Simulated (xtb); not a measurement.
H$_{3}$O$_{4}$P, triplet, at a GFN2-xTB geometry (a higher spin typed on purpose: for a closed-shell molecule this is an excited state). Base run: xtb 6.7.1 with GFN2-xTB.

xtb was given this input:
```
$ xtb mol.xyz --gfn 2 --uhf 2 --json

# file mol.xyz
8

O      0.77918714     0.89800259     1.38981789
P     -0.01342712    -0.03654108     0.29402552
O      1.07614325    -0.55931002    -0.64721325
O     -0.93075699    -1.31479553    -0.92120897
O     -0.86101349     1.15096454    -0.32530846
H      1.63291358     0.52824969     1.60995054
H     -0.53564913    -2.18592303    -0.95431307
H     -1.40433700     0.80689686    -1.03471785
```

Each row names what was changed in the base input (with any setting that the change needs).

| change | ΔE vs base (kcal/mol) | dipole (D) | G_solv (kcal/mol) | SCF cycles |
|---|---|---|---|---|
| base | 0.000 | 1.96 | - | 12 |
| gbsa = acetonitrile | -12.26 | 2.19 | -13.61 | 11 |
| etemp = 10000 | -29.40 | 1.39 | - | 12 |
| etemp = 3000 | -1.38 | 1.85 | - | 12 |
| etemp = 1000 | -0.004 | 1.96 | - | 12 |
| alpb = ch2cl2 | -7.19 | 2.06 | -7.39 | 11 |
| acc = 0.1 | 0.000 | 1.96 | - | 13 |
| alpb = ether | -13.90 | 2.19 | -15.82 | 11 |

ALPB and GBSA are two models with their own fitted parameters for each solvent, which aren't always the measured dielectric constant.
